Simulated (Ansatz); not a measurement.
Reaction (formal exchange of groups at a C–B bond): `ClBCCl` + `CCCCCCC` → `CCCCCCCCCl` + `BCl`

Computed with Ansatz on PBE0-D4/def2-TZVP structures; ΔE is electronic, products minus reactants. CCSD(T)/CBS adds triple-zeta CCSD(T) − MP2 to the extrapolated MP2 energy (def2 sets, frozen cores). This one scheme is used for every species. DFT in def2-TZVPP. HSE06 is defined as in plane-wave codes. One conformer a species, not always the lowest.

```
             level  ΔE (kJ/mol)  difference from CCSD(T)/CBS
            PBE-D4         42.8                          9.6
            B97M-V         42.5                          9.3
           PBE0-D4         39.1                          5.9
          HSE06-D4         39.3                          6.1
          BHLYP-D4         35.0                          1.8
            B2PLYP         36.8                          3.6
            revPBE         43.8                         10.6
            r2SCAN         42.2                          9.0
           r2SCANh         41.1                          7.9
       HF/def2-SVP         31.9                         -1.3
      MP2/def2-SVP         31.8                         -1.4
   CCSD/def2-TZVPP         32.2                         -1.0
CCSD(T)/def2-TZVPP         33.1                         -0.1
SCS-MP2/def2-QZVPP         31.3                         -1.9
      HF/CBS(def2)         27.5                         -5.7
    CCSD/CBS(def2)         32.3                         -0.9
       CCSD(T)/CBS         33.2                            0
```

Largest T1 diagnostic among the species: 0.012.

Leaving LDA and LC-ωPBE aside and taking each functional with its dispersion term where it has one, the values, not all of them listed here, spread over 9.8 kJ/mol, from ωB97X-V to PBE-D4. From PBE to PBE0 (25 % exact exchange), in def2-TZVPP and without D4, ΔE moves by −3.7 kJ/mol.
